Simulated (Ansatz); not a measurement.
BTBT (C14H8S2). Charge 0, multiplicity 1. Geometry PBE-D4/def2-SVP; atoms count from 1.

```xyz
24

C    -0.789    3.411   -2.804
C    -2.022    2.789   -2.509
C    -2.080    1.688   -1.652
C    -0.890    1.191   -1.075
C     0.352    1.832   -1.385
C     0.406    2.939   -2.246
S     1.727    1.078   -0.577
C     0.667   -0.094    0.178
C     0.890   -1.191    1.075
C     2.080   -1.688    1.652
C     2.023   -2.790    2.508
C     0.789   -3.411    2.804
C    -0.406   -2.939    2.246
C    -0.352   -1.832    1.385
S    -1.727   -1.078    0.577
C    -0.667    0.094   -0.178
H    -0.762    4.278   -3.481
H    -2.948    3.177   -2.959
H    -3.041    1.204   -1.421
H     1.366    3.424   -2.477
H     3.041   -1.203    1.422
H     2.948   -3.178    2.958
H     0.762   -4.278    3.481
H    -1.366   -3.424    2.477
```

Q: Estimate the Mulliken populations from the PBE0/def2-TZVP orbitals of Ansatz.

A: 
```tsv
atom	charge (e)
C1	-0.11
C2	-0.11
C3	-0.25
C4	0.12
C5	0.04
C6	-0.20
S7	0.01
C8	0.00
C9	0.12
C10	-0.25
C11	-0.11
C12	-0.11
C13	-0.20
C14	0.04
S15	0.01
C16	0.00
H17	0.12
H18	0.12
H19	0.13
H20	0.13
H21	0.13
H22	0.12
H23	0.12
H24	0.13
```
Mulliken values and Mayer orders depend strongly on the basis.

Q: And the Mayer bond orders between bonded heavy atoms (over 0.3)?

A: C1–C2 1.36 (1.41 Å); C1–C6 1.46 (1.40 Å); C2–C3 1.50 (1.40 Å); C3–C4 1.28 (1.41 Å); C4–C5 1.31 (1.43 Å); C4–C16 1.01 (1.43 Å); C5–C6 1.33 (1.40 Å); C5–S7 1.18 (1.76 Å); S7–C8 1.23 (1.75 Å); C8–C9 1.01 (1.43 Å); C8–C16 1.48 (1.39 Å); C9–C10 1.28 (1.41 Å); C9–C14 1.31 (1.43 Å); C10–C11 1.50 (1.40 Å); C11–C12 1.36 (1.41 Å); C12–C13 1.46 (1.40 Å); C13–C14 1.33 (1.40 Å); C14–S15 1.18 (1.76 Å); S15–C16 1.23 (1.75 Å).
